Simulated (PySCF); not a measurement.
**Electric properties by functional and basis**

C₃H₇BO₂.
Numbering: `[CH3:1][B:2]1[O:3][CH2:4][CH2:5][O:6]1` (hydrogens: H7, H8, H9 on C1; H10, H11 on C4; H12, H13 on C5)

PySCF, dipoles from the SCF density, polarisabilities from static response with core orbitals frozen. Geometry: PBE0-D3(BJ)/def2-SVP; no solvent, vibrations or thermal averaging.

The anisotropy is √(½[(α1 − α2)² + (α2 − α3)² + (α3 − α1)²]).

```csv
level,μ (D),α (au),anisotropy (au)
LDA/def2-SVPD,1.655,57.69,20.11
PBE/def2-SVPD,1.603,57.12,19.84
B3LYP/def2-SVPD,1.690,55.04,18.08
PBE0/def2-SVPD,1.639,54.43,17.88
BHandHLYP/def2-SVPD,1.727,52.55,16.26
CAM-B3LYP/def2-SVPD,1.749,54.11,17.01
wB97X-D/def2-SVPD,1.703,53.99,17.02
LC-wPBE/def2-SVPD,1.754,52.84,16.20
HF/def2-SVPD,1.764,50.02,14.11
PBE0/6-31G*,1.646,45.77,16.13
PBE0/def2-SVP,1.722,46.63,16.18
PBE0/6-31+G*,1.748,51.01,16.78
PBE0/aug-cc-pVDZ,1.567,55.59,18.90
PBE0/def2-TZVP,1.563,53.09,17.61
PBE0/def2-TZVPD,1.546,55.45,18.55
```

The dipole runs from 1.55 D (PBE0/def2-TZVPD) to 1.76 D (HF/def2-SVPD). No reference polarisability is at hand; against PBE0 in the largest diffuse basis at hand (def2-TZVPD) the other PBE0 rows deviate by 6-31G* -17%, def2-SVP -16%, 6-31+G* -8%, def2-SVPD -2%, aug-cc-pVDZ 0%, def2-TZVP -4%. In one basis (def2-SVPD) the functionals order the polarisability from HF (lowest) to LDA (highest), a spread of 15%. With PBE0 the polarisability is 48.50 au without diffuse functions (mean of 6-31G*, def2-SVP and def2-TZVP) and 54.12 au with them (mean of 6-31+G*, def2-SVPD, aug-cc-pVDZ and def2-TZVPD).

Without π bonds the low states are Rydberg-like; a valence basis with one diffuse set may place them up to an eV too high.
